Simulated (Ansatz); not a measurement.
Two members of one family (Series Mo(O)2X2), computed with Ansatz in the gas phase; def2 core potentials for Mo, no spin–orbit coupling. The two geometries come from different levels. Binding counts from free atoms in the multiplicity of their measured ground term, without zero-point energy. Names give formal oxidation states. A dash marks a value that wasn't run or was left out as unsound. The structures are stationary points that may keep the symmetry of their start. Remarks come from the PBE and PBE0 runs and from stability tests at other levels; not every state was tested. A HOMO above zero means that the electron is unbound at that level and held by the basis, or that self-interaction error raises the level; the energy of removing that electron tells which.

First: MoO2F2 (singlet, charge 0, PBE-D4/def2-SVP geometry).

```xyz
5

Mo    0.003    0.003   -0.005
O    -0.465    1.448   -0.741
O     1.402   -0.502   -0.800
F    -1.327   -1.264   -0.233
F     0.386    0.315    1.779
```

```csv
level,HOMO (eV),LUMO (eV),gap (eV),vertical EA (eV),binding per atom (eV)
PBE-D4/def2-TZVPD,-8.41,-4.21,4.20,0.77,5.14
r2SCAN-D4/def2-TZVPD,-8.79,-4.21,4.58,0.91,4.80
r2SCANh-D4/def2-TZVP,-9.45,-3.98,5.47,–,4.57
PBE0-D4/def2-SVP,-10.10,-3.56,6.55,–,4.61
PBE0-D4/def2-TZVP,-10.11,-3.54,6.57,–,4.54
```

Metal–donor distances: 2 × O 1.69 Å, 2 × F 1.85 Å. Remarks: HOMO above zero (-1 doublet).

Second: MoO2(OH)2 (singlet, charge 0, PBE0-D4/def2-SVP geometry).

Cartesian coordinates in Å:
```
Mo 0.2797 -0.1251 0.2061
O 0.3284 -1.6069 0.9811
O 1.7029 0.6998 0.5154
O -1.1508 0.8826 0.8499
H -1.8756 0.5538 1.3960
O 0.0965 -0.4110 -1.6273
H 0.6190 0.0068 -2.3212
```

Estimate how these quantities change from the first to the second (second minus first).


```
               level  Δ HOMO (eV)  Δ LUMO (eV)  Δ gap (eV)  Δ vertical EA (eV)  Δ binding per atom (eV)
   PBE-D4/def2-TZVPD         0.85         1.25        0.40               -0.66                    -0.42
r2SCAN-D4/def2-TZVPD         0.88         1.32        0.44               -0.90                    -0.33
r2SCANh-D4/def2-TZVP         0.94         1.40        0.47                   –                    -0.26
    PBE0-D4/def2-SVP         1.00         1.48        0.49                   –                    -0.29
   PBE0-D4/def2-TZVP         0.94         1.40        0.46                   –                    -0.25
```

Metal–donor distances: 4 × O 1.67 to 1.86 Å. Remarks: HOMO above zero (-1 doublet).
